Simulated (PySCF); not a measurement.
Sb (SMILES [Sb]), quartet (core potentials on Sb). Base run: PySCF with B3LYP/def2-SVP.

Here is a job for PySCF.
```python
from pyscf import gto, scf, dft

mol = gto.Mole()
mol.atom = '''
    Sb    0.000000    0.000000    0.000000
'''
mol.basis = 'def2-svp'
mol.ecp = {'Sb': 'def2-svp'}
mol.charge = 0
mol.spin = 3
mol.verbose = 4
mol.build()

mf = dft.UKS(mol)
mf.xc = 'b3lyp'
mf.kernel()
```

The base run was repeated with changes; each row names its change, and settings that it needs were set with it.

```tsv
change	ΔE vs base (mEh)	SCF cycles	<S^2>
base	0.000	7	3.750
diis = off (with mf.max_cycle = 100)	0.000	20	3.750
diis_space = 2	0.000	8	3.750
conv_tol = 1e-6	0.000	6	3.750
solver = newton	0.000	-	3.750
conv_tol = 1e-7	0.000	6	3.750
level_shift = 0.3 (with mf.max_cycle = 100)	0.000	11	3.750
diis_space = 4	0.000	7	3.750
diis = off; damp = 0.6 (with mf.diis_start_cycle = 200; with mf.max_cycle = 150)	0.000	20	3.750
conv_tol = 1e-11	0.000	8	3.750
init_guess = 1e	0.000	7	3.750
init_guess = atom	0.000	6	3.750
level_shift = 0.5 (with mf.max_cycle = 100)	0.000	15	3.750
```

Open shells are given as the SCF converged; they aren't shown to be the lowest states, and a large step between rows can be another state.
